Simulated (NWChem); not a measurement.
# HSF₂ cation; SMILES F[SH+]F

```xyz
4

F     -0.4891    -0.0220    -1.2029
S      0.4827    -0.0317     0.0000
F     -0.4891    -0.0220     1.2029
H      0.7424     1.3230     0.0000
```
Atoms are numbered in this order, from 1.

Results from NWChem. Pople sets run with spherical d functions. All runs use the structure optimised with PBE0/def2-SVP. Vzz is the largest principal value of the second derivative of the potential at the nucleus (NWChem prints the opposite sign); η is the asymmetry. Non-relativistic.

For level PBE/def2-TZVP:

| Property | Result |
|---|---|
| Vzz S2 (a.u.) | -3.321 |

Q: What are these values for level PBE/6-31G*?

A: The vzz S2 (a.u.) is -3.128.
